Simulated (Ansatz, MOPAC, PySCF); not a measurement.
Donor–acceptor adduct: BH3 (SMILES B) (first 4 atoms) with C2H6O (SMILES COC); geometry from B3LYP-D3(BJ)/def2-TZVP, rigid monomers moved along the line of their centres of mass till B1···O6 is 1.90 Å.
(charge 0, multiplicity 1):
```xyz
13

B      0.149     0.227     1.095
H      1.281     0.513     0.806
H     -0.686     1.020     0.750
H     -0.144    -0.931     0.901
C     -1.176     0.154     3.572
O      0.125     0.342     2.992
C      1.140    -0.446     3.637
H     -1.123     0.386     4.635
H     -1.505    -0.875     3.415
H     -1.844     0.840     3.061
H      1.151    -0.201     4.699
H      2.082    -0.178     3.170
H      0.935    -1.507     3.485
```

Monomers are frozen at their geometry in the pair; levels with a basis set take the counterpoise correction. Rows marked so take none.

Frozen-core correlation. Rows in 6-31G*, STO-3G carry no dispersion term and start afresh at each structure (6-31G* with six Cartesian d functions). MP2/6-31G* freezes PySCF's default core. The state that PM3, PM6 reach isn't checked.

Codes used: Ansatz (Gaussian orbitals); MOPAC for PM3, PM6 (differences of heats of formation); PySCF for 6-31G* rows, STO-3G rows, the dispersion terms. 

Other levels give for the interaction energy: PBE/def2-TZVPPD -1203.1; B3LYP/def2-TZVPPD -1063.2; B3LYP-D3(BJ)/def2-TZVPPD -1195.1; wB97M-V/def2-TZVPPD -1245.3; CCSD(T)/aug-cc-pVDZ -1115.1 meV.

What do these common cheap choices give for the same quantity: PM3, PM6, HF/STO-3G (no counterpoise), HF/6-31G*, B3LYP/6-31G*, B3LYP/6-31G* (no counterpoise), M06-2X/6-31G* (no counterpoise), MP2/6-31G*?

PM3 -1413.2; PM6 -1198.9; HF/STO-3G (no counterpoise) -1802.6; HF/6-31G* -854.4; B3LYP/6-31G* -1074.3; B3LYP/6-31G* (no counterpoise) -1187.3; M06-2X/6-31G* (no counterpoise) -1346.3; MP2/6-31G* -1099.8 meV. They span -1802.6 to -854.4 meV.

Ansatz is a program for electronic structure.
